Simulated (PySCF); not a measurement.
disiloxane (H6OSi2), SMILES [SiH3]O[SiH3]. Atoms are numbered in the order given.

```xyz
9

Si     1.5880     0.0000     0.0697
O      0.0000     0.0000    -0.3995
Si    -1.5880     0.0000     0.0697
H      2.4403     0.0000    -1.1518
H      1.8877    -1.2152     0.8867
H      1.8877     1.2152     0.8867
H     -1.8877     1.2152     0.8867
H     -2.4403     0.0000    -1.1518
H     -1.8877    -1.2152     0.8867
```

The structure is a stationary point at PBE0-D3(BJ)/def2-SVP.

Two levels are set side by side: PBE/pcJ-1 (PySCF) and B3LYP/pcJ-1 (PySCF). One-bond couplings, all four terms, same geometry. Isotopes: 17O, 1H, 29Si. Differences are taken from unrounded values.

| quantity | B3LYP |
|---|---|
| ¹J(Si1,H4) (Hz) | -252.0 |
| ¹J(Si1,H5) (Hz) | -232.6 |
| ¹J(Si1,H6) (Hz) | -232.6 |
| ¹J(Si3,H7) (Hz) | -232.6 |
| ¹J(Si3,H8) (Hz) | -252.0 |
| ¹J(Si3,H9) (Hz) | -232.6 |

What does PBE give, and how far is it from B3LYP? (Estimate from the structure and the level; the computed values follow.)


| quantity | PBE | PBE minus B3LYP |
|---|---|---|
| ¹J(Si1,H4) (Hz) | -226.8 | 25.2 |
| ¹J(Si1,H5) (Hz) | -208.2 | 24.4 |
| ¹J(Si1,H6) (Hz) | -208.2 | 24.4 |
| ¹J(Si3,H7) (Hz) | -208.2 | 24.4 |
| ¹J(Si3,H8) (Hz) | -226.8 | 25.2 |
| ¹J(Si3,H9) (Hz) | -208.2 | 24.4 |

Rough cost on one machine, each run with all the roots and properties that it gave: B3LYP against PBE about 2 times.
